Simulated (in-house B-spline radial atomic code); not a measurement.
Configurations of Mn V (Mn4+), with energies counted from [Ar] 3d3. Level of theory: scalar-relativistic (X2C) PBEsol, spin-polarised, spherical fractional occupations, Fermi nucleus of rms radius 3.7057 fm; calculated with a B-spline radial code for spherical atoms. Shells without spins written out take the highest spin.

Occupations are held fixed; configurations that lie above the ionisation limit could autoionise.

```
                         configuration  E - E(ref) (eV)  highest orbital  its <r> (bohr)
                 [Ar] 3d(1 up, 2 down)           2.4908            3d up          0.9697
[Ar] 3d(0 up, 2 down) 4d(1 up, 0 down)            42.27            4d up           2.822
                          [Ar] 3d2 4f1           50.631            4f up            3.35
[Ar] 3d(1 up, 1 down) 4f(0 up, 1 down)           52.111          4f down           3.372
                  [Ne] 3s2 3p5 3d3 4s1             67.5            4s up           2.056
                  [Ne] 3s2 3p5 3d3 4p1           75.819            4p up           2.264
```

(1) Order these further configurations by energy, lowest first.
A. [Ar] 3d2 4s1
B. [Ar] 3d2 4d1
C. [Ne] 3s2 3p5 3d4
D. [Ne] 3s2 3p(3 up, 2 down) 3d(3 up, 0 down) 4f(1 up, 0 down)
E. [Ar] 3d(1 up, 1 down) 4s(0 up, 1 down)

(2) How far above the reference does [Ne] 3s2 3p5 3d3 4d1 lie?

(3) How far above the reference does [Ar] 3d2 4p1 lie?

Answers

(1) A (21.801 eV), E (23.536 eV), B (41.893 eV), C (44.612 eV), D (96.639 eV).

(2) 87.808 eV; its least bound orbital is 4d up with <r> = 2.758 bohr.

(3) 30.04 eV; its least bound orbital is 4p up with <r> = 2.281 bohr.
